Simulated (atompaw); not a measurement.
Sm: PAW (atompaw) pseudisation with LDA (PW92), scalar-relativistic reference atom.

Input for atompaw 4.2.0.5:

```
Sm 62
LDA-PW scalarrelativistic loggrid 2001 logderivrange -6 5 276
6 6 5 4 0 0
6 0 1
6 1 0
5 2 1
4 3 5
0 0 0
c
c
c
c
v
v
c
c
c
v
v
c
c
v
c
2
2.65 1.90 2.45 2.30
n
n
y
-0.15
n
custom polynom2 7 10 vanderbiltortho besselshape
3 -0.5 ultrasoft
1.50
2.05
1.90
2.65
2.65
2.65
PWSCFOUT
UPFDX 0.0125d0 UPFXMIN -7.d0 UPFZMESH 62.d0
END
```

Command:

```bash
atompaw < Sm.input > Sm.log
```

The program printed (summary file):

```
Completed calculations for Sm (AE)

 Exchange-correlation type: LDA, Perdew-Wang correlation

 Radial integration grid is logarithmic
 r0 =   1.0892634E-04 h =   6.7534333E-03   n =      2001 rmax =   8.0000000E+01

 Scalar relativistic calculation

 AEatom converged in  36 iterations
   nz     =  62.00
   delta  =       4.731637036757E-15

 All Electron Orbital energies:
  n  l      occupancy      energy
  1  0      2.0000000E+00 -3.4285213E+03
  2  0      2.0000000E+00 -5.6113664E+02
  3  0      2.0000000E+00 -1.2371088E+02
  4  0      2.0000000E+00 -2.5326185E+01
  5  0      2.0000000E+00 -3.9055786E+00
  6  0      1.0000000E+00 -6.8239133E-01
  2  1      6.0000000E+00 -5.0087250E+02
  3  1      6.0000000E+00 -1.0487237E+02
  4  1      6.0000000E+00 -1.9120468E+01
  5  1      6.0000000E+00 -2.3783259E+00
  6  1      0.0000000E+00 -4.2644150E-01
  3  2      1.0000000E+01 -7.9306139E+01
  4  2      1.0000000E+01 -1.0409336E+01
  5  2      1.0000000E+00 -6.4186049E-01
  4  3      5.0000000E+00 -1.0629043E+00

 Total energy
   Total                    :   -20839.28589263115646

 ---
 Completed calculations for Sm (SC)

 Exchange-correlation type: LDA, Perdew-Wang correlation

 Radial integration grid is logarithmic
 r0 =   1.0892634E-04 h =   6.7534333E-03   n =      2001 rmax =   8.0000000E+01

 Scalar relativistic calculation

 SCatom converged in   5 iterations
   nz     =  62.00
   delta  =       7.194639847164E-17

 Valence Electron Orbital energies:
  n  l      occupancy      energy
   5  0      2.0000000E+00 -3.9055786E+00
   6  0      1.0000000E+00 -6.8239133E-01
   5  1      6.0000000E+00 -2.3783259E+00
   6  1      0.0000000E+00 -4.2644150E-01
   5  2      1.0000000E+00 -6.4186049E-01

 Total energy
   Total                    :   -20839.28589259700675
   Valence                  :     -512.34539767126830

 PAW parameters:
       lmax =            2
         rc =    2.6598152090745120
        irc =         1497
   rc_shape =    1.9104185490890171
    rc_vloc =    2.4527552713013980
    rc_core =    2.3081083900620354
   Vloc: Non norm-conserving form with l= 3;e=  -5.0000E-01
   Projector type: improved polynomial pseudization + Vanderbilt ortho.
   Bessel compensation charge shape zeroed at   1.9104E+00

 Number of basis functions     6
 No.   n  nodes  l      Energy         Cp coeff         Occ
  1    5    4    0   -0.3905579E+01 -0.2475020E+00  0.2000000E+01
  2    6    5    0   -0.6823913E+00 -0.1793521E+01  0.1000000E+01
  3    5    3    1   -0.2378326E+01 -0.1007209E+00  0.6000000E+01
  4    6    4    1   -0.4264415E+00  0.2659712E+02  0.0000000E+00
  5    5    2    2   -0.6418605E+00  0.1532551E+03  0.1000000E+01
  6  999    3    2   -0.1500000E+00  0.1899939E+02  0.0000000E+00

 Eigenvalues of overlap operator (in the basis of projectors):
    1        4.17013400E-01
    2        4.20610154E-01
    3        4.57598349E-01
    4        1.29042518E+01
    5        9.41585259E+02
    6        5.42831576E+03

 Orbital leakage outside PAW augmentation regions
   orb  is_core?  %out_of_sphere
   1 0    T           0.00
   2 0    T           0.00
   3 0    T           0.00
   4 0    T           0.00
   5 0    F           1.26
   6 0    F          82.57
   2 1    T           0.00
   3 1    T           0.00
   4 1    T           0.00
   5 1    F           5.05
   6 1    F          93.17
   3 2    T          -0.00
   4 2    T           0.00
   5 2    F          40.44
   4 3    T           1.09

 Summary of PAW energies
   Total valence energy     :   -512.34540565487669
   Smooth energy            :    161.83589169260057
   One center               :   -674.18129734747720
   Smooth kinetic           :     21.19909652995704
   Vloc energy              :    114.90705675705718
   Smooth exch-corr         :    -11.41466878205148
   One-center xc            :   -443.60975107376225

  Detected negative values for pseudo core + nhat
    which may cause trouble
  Please try reducing rc_core and or adjusting compensation charge shape
```

The run took about 19 s on one core of a shared server CPU.
